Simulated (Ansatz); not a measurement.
ZnH, multiplicity 2 (the spin of the measured ground state), most abundant isotopes (63.9291 and 1.0078 u). Constants from fifth-degree fits in 1/R to seven points on the lowest solution found; no spin–orbit coupling, no relativity up to Kr; ω_e x_e and α_e move by some per cent with the fit.

Correlated levels freeze the inner cores; with def2 sets outer-core shells near the valence are correlated too.

Programs: Ansatz (an electronic-structure program). Values without a source in brackets are computed.

Total energies (hartree; each atom in its lowest state at that level) and vibrational constants (cm⁻¹):

```json
[
 {"level": "PBE/def2-TZVPP", "E(ZnH) at r_e": "-1779.665308", "E(Zn)": "-1779.129864", "E(H)": "-0.499616", "ω_e": "1481", "ω_e x_e": "46"},
 {"level": "B3LYP/def2-TZVPP", "E(ZnH) at r_e": "-1779.991220", "E(Zn)": "-1779.452782", "E(H)": "-0.502154", "ω_e": "1483", "ω_e x_e": "48"},
 {"level": "wB97M-V/def2-TZVPP", "E(ZnH) at r_e": "-1779.830010", "E(Zn)": "-1779.297505", "E(H)": "-0.494111", "ω_e": "1608", "ω_e x_e": "43"},
 {"level": "CCSD(T)/def2-QZVPP", "E(ZnH) at r_e": "-1779.189896", "E(Zn)": "-1778.651500", "E(H)": "-0.499983", "ω_e": "1654", "ω_e x_e": "56"}
]
```

Q: Work out D_e and D₀ in eV.

A: 
D_e = E(Zn) + E(H) − E(molecule), times 27.2114 eV; D₀ = D_e − (ω_e/2 − ω_e x_e/4)/8065.54.
- PBE/def2-TZVPP: D_e = 0.975, zero point 0.090, D₀ = 0.885 eV
- B3LYP/def2-TZVPP: D_e = 0.987, zero point 0.090, D₀ = 0.897 eV
- wB97M-V/def2-TZVPP: D_e = 1.045, zero point 0.098, D₀ = 0.946 eV
- CCSD(T)/def2-QZVPP: D_e = 1.045, zero point 0.101, D₀ = 0.944 eV
No counterpoise correction is made.
